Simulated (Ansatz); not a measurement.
`C[O][GaH][SeH]` + `C[O][SnH]([Cl])[Cl]` → `C[O][Sn]([Cl])([Cl])[SeH]` + `C[O][GaH2]`  (formal exchange of groups at the Se–Ga bond)

Calculated with Ansatz (gas phase, PBE0-D4/def2-TZVP geometries, no zero-point term in ΔE). CCSD(T)/CBS adds triple-zeta CCSD(T) − MP2 to the extrapolated MP2 energy (def2 sets, frozen cores). Functionals use def2-TZVPP. B3LYP here is the variant with VWN-RPA as its local correlation; programs differ in this. def2 core potentials past Kr. For Ga, Se, Sn outer-core shells are correlated without core-valence functions, which leaves a few kJ/mol of doubt a bond. Scalar relativity is left out up to krypton. One conformer a species, not always the lowest.

(1) Is it downhill or uphill in electronic energy at CCSD(T)/CBS, and by how much? (Best estimate.)

(2) What do these levels give: r2SCAN-D4, PBE0-D4, B3LYP-D4, ωB97X-V, MP2/def2-TZVPP, MP2/CBS(def2)? (Estimate.)

Largest T1 diagnostic among the species: 0.015.

Answers

(1) The calculation gave: Uphill: ΔE = +28.3 kJ/mol.

(2) Computed: r2SCAN-D4 30.4, PBE0-D4 30.1, B3LYP-D4 25.7, ωB97X-V 31.3, MP2/def2-TZVPP 30.5, MP2/CBS(def2) 24.5 kJ/mol.

The D4 term adds −4.7 kJ/mol with B3LYP and −2.8 kJ/mol with PBE0; it sums over pairs of atoms, weighted by their polarisabilities, and B3LYP, whose exchange is more repulsive, gets the larger term. In def2-TZVPP, CCSD(T) changes the Hartree–Fock value by −5.2 kJ/mol (the triples alone add −1.8 kJ/mol) and MP2 by −9.0 kJ/mol. From PBE to PBE0 (25 % exact exchange), in def2-TZVPP and without D4, ΔE moves by +3.9 kJ/mol.
